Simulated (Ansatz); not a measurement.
`BSC(=N)[SiH3]` + HCl → `BCl` + `N=C([SiH3])S`  (ligand exchange at a B–S bond)

Program: Ansatz. Geometries: PBE0-D4/def2-TZVP. ΔE: electronic, gas phase. CCSD(T)/CBS adds triple-zeta CCSD(T) − MP2 to the extrapolated MP2 energy (def2 sets, frozen cores). This one scheme is used for every species. Functionals use def2-TZVPP. B3LYP here is the variant with VWN-RPA as its local correlation; programs differ in this. One conformer a species, not always the lowest.

```
             level  ΔE (kJ/mol)  difference from CCSD(T)/CBS
            PBE-D4          5.4                          2.0
         r2SCAN-D4          1.9                         -1.5
           PBE0-D4          4.2                          0.8
          B3LYP-D4          0.9                         -2.5
           ωB97X-V         -0.6                         -4.0
               PBE          1.4                         -2.0
            r2SCAN          0.7                         -2.7
              PBE0          0.6                         -2.8
     HF/def2-TZVPP        -15.1                        -18.5
SCS-MP2/def2-TZVPP         -1.1                         -4.5
   CCSD/def2-TZVPP          0.2                         -3.2
CCSD(T)/def2-TZVPP          3.2                         -0.2
    MP2/def2-QZVPP          2.6                         -0.8
SCS-MP2/def2-QZVPP         -1.1                         -4.5
      HF/CBS(def2)        -15.4                        -18.8
    CCSD/CBS(def2)          0.4                         -3.0
       CCSD(T)/CBS          3.4                            0
```

Largest T1 diagnostic among the species: 0.015.

In def2-TZVPP, CCSD(T) changes the Hartree–Fock value by +18.3 kJ/mol (the triples alone add +3.0 kJ/mol) and MP2 by +17.7 kJ/mol. The D4 term adds +6.3 kJ/mol with B3LYP and +3.6 kJ/mol with PBE0; it sums over pairs of atoms, weighted by their polarisabilities, and B3LYP, whose exchange is more repulsive, gets the larger term.
